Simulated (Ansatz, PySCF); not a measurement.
Process, species as SMILES: C[C]=O -> [CH]1CO1
Each molecule is optimised on its own at B3LYP-D3(BJ)/def2-TZVP (Ansatz, a program for electronic structure).

Quantity: isomerisation energy (enthalpy at 298 K, with B3LYP-D3(BJ) rigid-rotor harmonic-oscillator terms from PySCF), in kcal/mol. Valence correlation only, unless marked. Open shells are spin-unrestricted. Spin-orbit coupling is left out. Non-relativistic unless marked X2C. CBS(X,Y): correlation extrapolated as X^-3; Hartree-Fock from the larger set. [CCSD(T)-MP2]/basis is that difference in the basis named.

| level | program | isomerisation energy (kcal/mol) |
|---|---|---|
| TPSS/def2-TZVPD | PySCF | 37.6 |
| B97M-V/def2-TZVPD | Ansatz | 40.7 |
| PBE0/def2-SVP | Ansatz | 39.4 |
| TPSSh-D4/def2-TZVPD | PySCF + dftd4 | 37.7 |
| r2SCANh-D4/def2-TZVPD | Ansatz + dftd4 | 39.4 |
| M06-2X/def2-TZVPD | PySCF | 38.5 |
| HSE06/def2-TZVPD | Ansatz | 39.0 |
| B2PLYP/def2-TZVPD | Ansatz | ___ |
| SCS-MP2/cc-pVTZ | Ansatz | 42.6 |
| X2C-CCSD(T)/cc-pVTZ-DK | Ansatz | ___ |
| RI-MP2/CBS(cc-pVTZ,cc-pVQZ)+[CCSD(T)-MP2]/cc-pVTZ | Ansatz | ___ |

Problem. Some entries are withheld; supply them.

Solution. 
- B2PLYP/def2-TZVPD, isomerisation energy (kcal/mol): 43.3
- X2C-CCSD(T)/cc-pVTZ-DK, isomerisation energy (kcal/mol): 42.0
- RI-MP2/CBS(cc-pVTZ,cc-pVQZ)+[CCSD(T)-MP2]/cc-pVTZ, isomerisation energy (kcal/mol): 41.7
